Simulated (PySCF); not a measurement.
Z-matrix (Å, degrees):
```
B
H 1 1.1935
H 1 1.1935 2 120.00
H 1 1.1935 2 120.00 3 -180.00
```
Charge 0, multiplicity 1.

Q: What is the computed dipole moment, LUMO, HOMO, HOMO–LUMO gap and total energy (PBE0-D4/def2-TZVP in PySCF)?

A: 
```yaml
dipole_moment: 0.00 D
LUMO: -1.95 eV
HOMO: -9.92 eV
HOMO–LUMO gap: 7.97 eV
total_energy: -26.5663 Ha
```
